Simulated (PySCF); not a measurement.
## Computed properties of C4H4Cl2, SMILES CC=C=C(Cl)Cl

1,1-dichlorobuta-1,2-diene (C4H4Cl2), SMILES ClC(=C=CC)Cl. Geometry: B3LYP-D3(BJ)/def2-SVP. One conformer was computed; it need not be the lowest. All values are computed for the isolated molecule unless a solvent is named; none is compared with measurement here.

**Structure.** The optimised structure has Cs symmetry. All 24 harmonic modes at B3LYP-D3(BJ)/def2-SVP (PySCF) are real, so it is a minimum. With heavy atoms numbered as in [CH3:1][CH:2]=[C:3]=[C:4]([Cl:5])[Cl:6], the shortest bond between them is C3–C4 at 1.307 Å and the longest C4–Cl6 at 1.748 Å.

**Vibrations.** The strongest infrared lines (harmonic, unscaled, degenerate partners summed) lie at 850 cm⁻¹ (177 km/mol, C 88 %, Cl 11 %), 2070 cm⁻¹ (65 km/mol, C 99 %), 912 cm⁻¹ (51 km/mol, C 56 %, H 42 %). The softest mode is at 96 cm⁻¹ and the zero-point energy is 41.4 kcal/mol.

**Electronic structure.** PBE0/def2-TZVP (PySCF) places the frontier levels at -7.23 and -1.00 eV, a gap of 6.23 eV, and gives a dipole moment of 2.69 D and a mean polarisability of 78.6 bohr³. PBE/def2-TZVP (PySCF) at the same geometry gives -6.04 and -1.97 eV, so its gap is 2.16 eV narrower. An orbital gap is neither the optical nor the fundamental gap.

**Excitations.** TDA-CAM-B3LYP/def2-SVPD (PySCF) has S1 at 4.72 eV (263 nm, f = 0.000, dark); the most intense of the 10 singlets computed lies at 7.50 eV (f = 1.10). T1 (TDA) is at 4.08 eV, 0.64 eV under S1. TDA-PBE/def2-SVPD (PySCF) puts S1 at 4.19 eV. No vertical singlet excitation falls in the visible range (under 3.1 eV).

**NMR.** GIAO shifts at B3LYP/pcSseg-1 (PySCF) (non-relativistic, atoms alike by connectivity averaged): ¹³C from 21.7 to 220.0 ppm against TMS; ¹H from 2.2 to 6.2 ppm against TMS. Without spin–orbit terms, shifts of atoms bonded to Cl or Br come out too high.
